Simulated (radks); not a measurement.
The copper ion Cu+, configuration [Ar] 3d9.5 4p0.5 (fractional occupations, a model configuration).

Calculated with a radial shooting solver on a logarithmic mesh with Libxc functionals: non-relativistic Kohn-Sham, PBE, spin-polarised, spherical densities, point nucleus; open shells are filled with parallel spins first.

Energy parts (eV):
total: -44622.609
kinetic: 44590.808
electron-nucleus: -106487.654
Hartree: 19086.724
exchange-correlation: -1812.487

Orbitals (lengths in bohr, moments of r in powers of bohr; <r^-3> diverges for s and p1/2; r(max) is where P^2 peaks; r(90%) holds 90 % of the orbital's charge):
orbital  occ.  eigenvalue (eV)  r(90%)  <r^-3>      <r>   r(max)
1s up       1        -8758.781  0.0942       -  0.05290  0.03488
1s down     1        -8758.772  0.0942       -  0.05290  0.03488
2s up       1        -1052.294   0.369       -   0.2387   0.1998
2s down     1        -1052.009   0.369       -   0.2386   0.1998
2p up       3        -924.0147   0.339   673.8   0.2078   0.1595
2p down     3        -923.7988   0.339   674.0   0.2078   0.1595
3s up       1        -123.5620    1.08       -   0.7216   0.6218
3s down     1        -123.0096    1.08       -   0.7218   0.6219
3p up       3         -83.6822    1.16   85.06   0.7524   0.6229
3p down     3         -83.1312    1.16   84.93   0.7526   0.6231
3d up       5         -17.3880    1.71   7.974   0.9661   0.5989
3d down   4.5         -16.8256    1.71   7.967   0.9659   0.5995
4p up     0.5          -7.7761    5.10   3.433    3.322    2.697
4p down     0          -7.0687    4.98   3.565    3.264    2.685

The highest occupied level is 4p up at -7.776 eV. The spin density at the nucleus is -0.1294 e/bohr^3 (1s -0.0152, 2s -0.2438, 3s 0.1295), a Fermi contact field of -6.79 T. Spin moment in Bohr magnetons: 1. The density falls to 0.001 e/bohr^3 at r = 3.69 bohr.
